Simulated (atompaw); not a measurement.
A failed generation for nitrogen (N)

Input:

```
N 7
GGA-PBE loggrid 1500 logderivrange -3 5 201
2 2 0 0 0 0
2 1 3
0 0 0
c
v
v
2
1.60 1.25 1.10 1.40
y
-0.75
n
y
1.35
n
y
0.05
n
custom rrkj gramschmidtortho sinc
3 0 troulliermartins
1.60
1.60
1.60
1.60
1.45
PWSCFOUT
UPFDX 0.0125d0 UPFXMIN -7.d0 UPFZMESH 7.d0
END
```

```bash
atompaw < N.input > N.log
```

End of the output:

```
   Projector type: RRKJ pseudization + Gram-Schmidt ortho.
   Sinc^2 compensation charge shape zeroed at   1.2537E+00

 Number of basis functions     5
 No.   n  nodes  l      Energy         Cp coeff         Occ
  1    2    1    0   -0.1363963E+01  0.1000000E+01  0.2000000E+01
  2  999    2    0   -0.7500000E+00  0.1182915E-02  0.0000000E+00
  3    2    0    1   -0.5214501E+00  0.1000000E+01  0.3000000E+01
  4  999    1    1    0.1350000E+01  0.3705333E+00  0.0000000E+00
  5  999    0    2    0.5000000E-01  0.1000000E+01  0.0000000E+00

 Eigenvalues of overlap operator (in the basis of projectors):
    1       -1.45488712E+04
    2        3.02820143E-02
    3        8.46425137E-02
    4        1.54102143E+00
    5        1.24818880E+01

The overlap operator has at least one negative eigenvalue!
It might be not positive definite...
Program is stopping.
This probably means that your projectors are too similar
or that your PAW basis is incomplete.
Advice: try to change your input parameters (f.i. : reference energies).
```

**Question.** Why did it fail, and what change makes it run?

**Answer.** The run stopped because the overlap operator built from these waves and projectors is not positive definite. A run that differs only in the following succeeds: augmentation sinc compensation charge, radius 1.25 bohr; PAW radius 1.60 bohr; waves and projectors: custom polynom gramschmidtortho. This is one of several that fit.
